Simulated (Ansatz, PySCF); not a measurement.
Species: C4H6S, net charge 0, singlet state. SMILES: C1=CCSC1
Structure (B3LYP-D3(BJ)/def2-TZVP (Ansatz, an electronic-structure program) minimum search):
```
C
C 1 1.3252
H 2 1.0834 1 123.13
H 1 1.0834 2 123.13 3 0.00
C 2 1.4977 3 119.67 1 -180.00
H 5 1.0924 2 111.84 3 60.48
H 5 1.0924 6 107.75 2 123.31
C 1 1.4977 4 119.67 2 -180.00
H 8 1.0924 1 111.84 4 60.48
H 8 1.0924 9 107.75 1 123.31
S 5 1.8383 6 109.86 7 119.67
```

Wanted: atomisation energy, in kcal/mol. Set-up: non-relativistic; frozen cores in correlated levels; no spin-orbit coupling; atomisation electronic, to ground-state atoms; dispersion terms only where a functional's name holds one; UHF or UKS for open shells. CBS marks a two-point X^-3 extrapolation of the correlation energy; Hartree-Fock from the larger set. The bracket is a focal-point correction in the basis named. First-principles rows: single points at B3LYP-D3(BJ) geometries (Ansatz).

| species | coefficient | E at BP86/def2-SVP (PySCF), Eh | E at PBE0/def2-TZVPD (Ansatz), Eh |
|---|---|---|---|
| C1=CCSC1 | -1 | -554.00108 | -553.94713 |
| C atom | +4 | -37.80175 | -37.80543 |
| H atom | +6 | -0.49913 | -0.50104 |
| S atom | +1 | -398.01325 | -397.97420 |

Coupled cluster (Ansatz) is a level with limits of its own, used here on species with T1 under 0.025 (0.045 for open shells) and stable references: RI-MP2/CBS(aug-cc-pV(T+d)Z,aug-cc-pV(Q+d)Z)+[CCSD(T)-MP2]/aug-cc-pV(T+d)Z. Value to compare with, RI-MP2/CBS(aug-cc-pV(T+d)Z,aug-cc-pV(Q+d)Z)+[CCSD(T)-MP2]/aug-cc-pV(T+d)Z (Ansatz): 1085.8 kcal/mol. 1 Eh = 627.5095 kcal/mol.

Task: Work the quantity out at each level, and compare with RI-MP2/CBS(aug-cc-pV(T+d)Z,aug-cc-pV(Q+d)Z)+[CCSD(T)-MP2]/aug-cc-pV(T+d)Z (Ansatz).

Result: 
- BP86/def2-SVP: the sum of coefficient times E is 1.78605 Eh, or 1120.76 kcal/mol. Result: 1120.8 kcal/mol. Its difference against RI-MP2/CBS(aug-cc-pV(T+d)Z,aug-cc-pV(Q+d)Z)+[CCSD(T)-MP2]/aug-cc-pV(T+d)Z (Ansatz) is 35.0 kcal/mol.
- PBE0/def2-TZVPD: the sum of coefficient times E is 1.74497 Eh, or 1094.99 kcal/mol. Result: 1095.0 kcal/mol. Its difference against RI-MP2/CBS(aug-cc-pV(T+d)Z,aug-cc-pV(Q+d)Z)+[CCSD(T)-MP2]/aug-cc-pV(T+d)Z (Ansatz) is 9.2 kcal/mol.
